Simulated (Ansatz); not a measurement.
`N[SiH](N)O` at its PBE0-D4/def2-TZVP geometry, where that method's forces vanish. Total charge 0; spin multiplicity 1.

```xyz
10

N    -0.3160    0.2182   -1.4057
Si   -0.2946   -0.3436    0.2125
N     1.3440   -0.2559    0.6788
O    -1.4151    0.5440    1.0331
H    -1.1957    0.3976   -1.8617
H     0.3723   -0.1190   -2.0589
H    -0.7281   -1.7327    0.4954
H     1.9052    0.5571    0.4847
H     1.6805   -0.7621    1.4807
H    -1.3525    1.4964    0.9411
```

What forces (eV/Å) does PBE-D4/def2-TZVPP give on these atoms in Ansatz 0.2.0? (Estimate.)

Computed: 
```
N1   0.082  0.167  0.022
Si2  0.040 -0.214 -0.040
N3   0.051 -0.117 -0.124
O4  -0.415 -0.196  0.317
H5  -0.288  0.062 -0.168
H6   0.223 -0.110 -0.243
H7  -0.049 -0.155  0.058
H8   0.203  0.275 -0.055
H9   0.129 -0.167  0.273
H10  0.023  0.453 -0.040
```
